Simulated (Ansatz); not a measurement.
# What each rung costs, and what it gives

The pair of K⁺ (SMILES [K+], atom 1) and SiNH₅ (SMILES [SiH3]N, atoms 2–8), both closed shells, in one local arrangement (a lower one may exist), relaxed at PBE0-D4/def2-TZVP:

```
8
angstrom
K -0.7326 2.2904 -1.7479
Si 0.1431 -0.9287 -0.0634
N -0.0277 0.7447 0.4892
H -1.1713 -1.2771 -0.6595
H 1.1806 -0.8830 -1.1243
H 0.5152 -1.8912 0.9971
H 0.8300 1.1039 0.8988
H -0.7373 0.8411 1.2101
```

Interaction energies are counterpoise-corrected; the time is that of the whole pair.

Computed with Ansatz 0.2.0 (basis: as named in each row); correlated methods freeze the cores. The outer core shell of Li, Na, Mg and K is correlated. The def2 sets are not built for correlating such inner shells, so the correlated values are less sure here. B3LYP uses VWN-RPA correlation. Extrapolation: Hartree–Fock as exp(−7.88 √X), correlation as X^−2.97.

Times are rough, for one single point on 2 threads of a shared host (Arm Neoverse V2).

The estimate by CCSD(T) at an estimated basis limit (MP2 extrapolated from triple and quadruple zeta, plus CCSD(T) − MP2 in triple zeta) is -72.7 kJ/mol.

```json
{"method": "HF", "basis": "STO-3G", "time (s)": "under 1", "interaction energy (kJ/mol)": "-80.5", "method less estimate": "-7.7"}
{"method": "PBE-D4", "basis": "STO-3G", "time (s)": "under 1", "interaction energy (kJ/mol)": "-109.5", "method less estimate": "-36.7"}
{"method": "SPW92", "basis": "def2-SVP", "time (s)": "under 1", "interaction energy (kJ/mol)": "-86.5", "method less estimate": "-13.8"}
{"method": "PBE-D4", "basis": "def2-SVP", "time (s)": "1", "interaction energy (kJ/mol)": "-77.1", "method less estimate": "-4.3"}
{"method": "B3LYP-D4", "basis": "6-31G", "time (s)": "1", "interaction energy (kJ/mol)": "-98.2", "method less estimate": "-25.5"}
{"method": "PBE0-D4", "basis": "def2-SVP", "time (s)": "1", "interaction energy (kJ/mol)": "-78.1", "method less estimate": "-5.3"}
{"method": "CCSD(T)", "basis": "def2-SVP", "time (s)": "2", "interaction energy (kJ/mol)": "-68.7", "method less estimate": "4.1"}
{"method": "PBE-D4", "basis": "def2-TZVPPD", "time (s)": "3", "interaction energy (kJ/mol)": "-72.5", "method less estimate": "0.2"}
{"method": "revPBE-D4", "basis": "def2-TZVPPD", "time (s)": "3", "interaction energy (kJ/mol)": "-68.0", "method less estimate": "4.8"}
{"method": "BLYP-D4", "basis": "def2-TZVPPD", "time (s)": "4", "interaction energy (kJ/mol)": "-71.1", "method less estimate": "1.6"}
{"method": "PBE0-D4", "basis": "def2-TZVPPD", "time (s)": "4", "interaction energy (kJ/mol)": "-73.4", "method less estimate": "-0.6"}
{"method": "HSE06-D4", "basis": "def2-TZVPPD", "time (s)": "4", "interaction energy (kJ/mol)": "-73.3", "method less estimate": "-0.6"}
{"method": "B3LYP-D4", "basis": "def2-TZVPPD", "time (s)": "4", "interaction energy (kJ/mol)": "-73.3", "method less estimate": "-0.6"}
{"method": "r2SCAN-D4", "basis": "def2-TZVPPD", "time (s)": "6", "interaction energy (kJ/mol)": "-70.0", "method less estimate": "2.8"}
{"method": "B2PLYP", "basis": "def2-TZVPPD", "time (s)": "8", "interaction energy (kJ/mol)": "-69.1", "method less estimate": "3.7"}
{"method": "wB97M-V", "basis": "def2-SVP", "time (s)": "8", "interaction energy (kJ/mol)": "-77.9", "method less estimate": "-5.2"}
{"method": "wB97X-V", "basis": "def2-TZVPPD", "time (s)": "12", "interaction energy (kJ/mol)": "-72.7", "method less estimate": "0.0"}
{"method": "B97M-V", "basis": "def2-TZVPPD", "time (s)": "14", "interaction energy (kJ/mol)": "-68.0", "method less estimate": "4.8"}
{"method": "wB97M-V", "basis": "def2-TZVPPD", "time (s)": "15", "interaction energy (kJ/mol)": "-72.5", "method less estimate": "0.2"}
{"method": "MP2", "basis": "def2-QZVPPD", "time (s)": "17", "interaction energy (kJ/mol)": "-71.8", "method less estimate": "1.0"}
{"method": "CCSD(T)", "basis": "def2-TZVPPD", "time (s)": "61", "interaction energy (kJ/mol)": "-68.2", "method less estimate": "4.5"}
```

The T1 diagnostic stays at or below 0.011.
